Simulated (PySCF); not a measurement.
Zn²⁺ (zinc, charge +2) across methods

[Ar] 3d9 4p1, one real determinant (an excited configuration). Computed with PySCF 2.14 in aug-cc-pVQZ-DK (9s8p6d4f3g2h, 140 functions), with scalar relativity by spin-free X2C-1e. The B2PLYP total includes its PT2 part (frozen core); its orbital energies are those of the SCF part.

```
method  E (hartree)  mean ε 3d α (eV)  mean ε 3d β (eV)  mean ε 4p α (eV)  Σ⟨r²⟩ (bohr²)   ⟨S²⟩
r2SCAN    -1794.262           -40.482           -39.166           -19.458          20.03  2.001
   LDA    -1791.240           -40.326           -39.022           -19.335          20.06  2.000
   PBE    -1794.027           -39.978           -38.736           -19.280          20.13  2.000
  MN15    -1795.512           -44.284           -43.132           -20.518          20.13  2.000
B2PLYP    -1794.010           -46.724           -45.235           -20.660          20.19  2.001
  PBE0    -1794.047           -43.319           -41.954           -20.028          20.12  2.000
   UHF  -1792.80189           -52.428           -50.616           -21.741          20.38  2.001
```

Estimate the same row for BHandHLYP.

E (hartree) = -1794.264; mean ε 3d α (eV) = -46.608; mean ε 3d β (eV) = -45.164; mean ε 4p α (eV) = -20.663; Σ⟨r²⟩ (bohr²) = 20.14; ⟨S²⟩ = 2.001.

⟨L²⟩ = 8.01 against 12 for a pure F term, so this real determinant mixes terms.
